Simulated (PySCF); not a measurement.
C2H6ClNSi2, SMILES N[SiH2]C#C[SiH2]Cl. Atoms are numbered in the order given.

```xyz
12

Si     1.9181    -0.4066     0.9766
Cl     2.9099    -0.4178    -0.8516
C      0.1417    -0.0867     0.7053
C     -1.0523     0.1278     0.5277
Si    -2.8482     0.4570     0.1938
N     -3.2389     0.6884    -1.4741
H      2.5037     0.6671     1.8170
H      2.1022    -1.7342     1.6137
H     -3.2051     1.6936     0.9377
H     -3.6029    -0.7213     0.6956
H     -2.9194     1.5316    -1.9432
H     -3.1894    -0.1054    -2.1070
```

Geometry: B3LYP-D3(BJ)/def2-SVP. This is a generated structure with no PubChem entry under its InChIKey; it may be hypothetical. One conformer was computed; it need not be the lowest.

Vertical ionisation energy (IE) and electron affinity (EA) in eV. Rows of orbital energies are one-electron estimates. Where ΔSCF, EOM or ADC give a negative EA the extra electron is unbound and the value depends on the basis.

```json
[
 {"level": "−ε(HOMO), −ε(LUMO), CAM-B3LYP/def2-TZVP (PySCF)", "IE": "9.25", "EA": "0.17"},
 {"level": "−ε(HOMO), −ε(LUMO), PBE/def2-TZVP (PySCF)", "IE": "6.44", "EA": "2.13"}
]
```
